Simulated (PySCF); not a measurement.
**C5H5OS: g tensor and hyperfine couplings**

Species: C5H5OS (doublet state).
Atom-mapped SMILES: `[CH:1]#[C:2][CH2:3][S:4][CH:5][CH:6]=[O:7]` (hydrogens: H8 on C1; H9, H10 on C3; H11 on C5; H12 on C6)

Cartesian coordinates in Å at the GFN2-xTB level; atoms count from 1:
```xyz
12
C5H5OS angstrom
C      2.3063    1.2154   -0.0317
C      1.8425    0.1223    0.1209
C      1.2162   -1.1595    0.3008
S     -0.4921   -0.9914    0.9813
C     -1.1964    0.0497   -0.1697
C     -2.5494    0.4402   -0.0768
O     -3.1033    1.1907   -0.8684
H      2.7450    2.1586   -0.1662
H      1.1392   -1.6963   -0.6466
H      1.7588   -1.7647    1.0280
H     -0.5675    0.4253   -0.9608
H     -3.0982    0.0091    0.7824
```

The hyperfine couplings belong to this conformer and change with its torsions.

Level of theory: UKS B3LYP, pcH-1 on C H O S, non-relativistic, mean-field spin-orbit, GIAO (PySCF 2.14.0). Isolated species at its GFN2-xTB geometry (one conformer only). A GFN2-xTB geometry isn't a minimum of the functional, and hyperfine couplings can be far from their values at a DFT geometry. No stability test was run, so a lower SCF solution isn't excluded.

- g1, g2, g3: 2.00200, 2.00722, 2.01249
- g_iso: 2.00724
- Form of g: rhombic: the two nearest values differ by 50 % of g3 − g1
- ⟨S²⟩: 0.7603 (exact 0.7500)
- α and β electrons: 30, 29
- Basis functions: 235

Isotropic coupling and dipolar principal values T1 to T3, in mT; ρ(0) is the spin density at the nucleus (MHz turned into mT with g_iso):

```tsv
atom	isotope	a_iso	of which spin–orbit	T1	T2	T3	Mulliken spin population	ρ(0) (bohr⁻³)
C1	13C	0.04	0.00	-0.02	-0.01	0.03	0.00	0.0010
C2	13C	0.32	0.00	-0.03	0.01	0.02	0.00	0.0080
C3	13C	-0.15	0.00	-0.01	-0.01	0.02	0.00	-0.0038
S4	33S	0.36	-0.02	-1.01	-0.88	1.89	0.23	0.0304
C5	13C	1.80	0.01	-1.78	-1.74	3.52	0.58	0.0448
C6	13C	-1.08	0.00	-0.29	0.04	0.25	-0.07	-0.0272
O7	17O	-0.72	-0.02	-3.20	1.59	1.60	0.29	0.0326
H8	1H	0.01	0.00	-0.02	-0.02	0.04	0.00	0.0001
H9	1H	0.58	0.00	-0.08	-0.06	0.14	0.01	0.0036
H10	1H	-0.03	0.00	-0.08	-0.06	0.13	0.00	-0.0002
H11	1H	-1.37	0.00	-0.76	-0.09	0.85	-0.03	-0.0086
H12	1H	-0.08	0.00	-0.17	-0.06	0.23	0.00	-0.0005
```

The largest Mulliken spin populations are on C5 (+0.58), O7 (+0.29), S4 (+0.23) and C6 (-0.07). Three atoms exceed +0.15. The positive populations add up to 1.11 and the negative ones to -0.11, together 2S = 1. The angles at C5 add up to 360.0°, so it is planar; its axial dipolar tensor and the negative coupling of its proton fit spin in a p orbital normal to that plane.

The SMILES `C#CCS[CH]C=O` draws the unpaired electron on C5, whose computed spin population is only +0.58.

Axes: g3 points within 11° of the C5–C6 bond.

Under fast tumbling the dipolar parts average out, and these isotropic splittings remain: 1 × 1H (H11, I = 1/2, 2 lines) with 1.37 mT, 2 × 1H (H9/H10, I = 1/2, 3 lines) with 0.27 mT and 1 × 1H (H12, I = 1/2, 2 lines) with 0.08 mT.

Nuclei that the bonding pattern makes equivalent are averaged, as if the motion that swaps them (rotation, inversion, ring flip) were fast. The 1H value of +7.7 MHz is a mean of couplings from -0.8 to 16.2 MHz in this one geometry, not an average over conformers.

The 33S coupling of S4 (10.0 MHz) shows only in satellite lines or after enrichment, since that isotope makes up about 0.76 % of natural sulfur.

The 17O coupling of O7 (-20.2 MHz) shows only in satellite lines or after enrichment, since that isotope makes up about 0.038 % of natural oxygen.

Time: 44 s wall (grids of density and orbitals included); peak memory 0.89 GiB. Hardware: AMD EPYC 7B13, one thread, no GPU, shared host.
